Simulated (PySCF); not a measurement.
C2H8FNSi2, SMILES F/C([SiH2]N)=C/[SiH3].

Coordinates come from a TPSSh-D3(BJ)/def2-SVP optimisation. The structure was generated by enumeration; whether it is a known compound was not checked. One conformer was computed; it need not be the lowest.

Two levels are set side by side: PBE/def2-TZVP (PySCF) and PBE0/def2-TZVP (PySCF). Same geometry, gas phase. Differences are taken from unrounded values.

```tsv
quantity	PBE
orbital gap (eV)	4.25
highest occupied level (eV)	-6.22
lowest empty level (eV)	-1.97
dipole moment (D)	1.25
mean polarisability (bohr³)	88.8
```

Q: These are the PBE values. What does PBE0 give? (Estimate from the structure and the level; the computed values follow.)

A: 
```json
[
 {"quantity": "orbital gap (eV)", "PBE0": "6.46", "PBE minus PBE0": "-2.21"},
 {"quantity": "highest occupied level (eV)", "PBE0": "-7.55", "PBE minus PBE0": "1.32"},
 {"quantity": "lowest empty level (eV)", "PBE0": "-1.09", "PBE minus PBE0": "-0.88"},
 {"quantity": "dipole moment (D)", "PBE0": "1.19", "PBE minus PBE0": "0.07"},
 {"quantity": "mean polarisability (bohr³)", "PBE0": "85.3", "PBE minus PBE0": "3.5"}
]
```

Without exact exchange PBE keeps part of each electron's self-repulsion, which lifts occupied levels and narrows the gap. PBE's more diffuse valence density responds more strongly to a field. Differences between two approximate levels are no errors against the true value.

Rough cost on one machine, each run with all the roots and properties that it gave: PBE0 against PBE within a factor of 2.
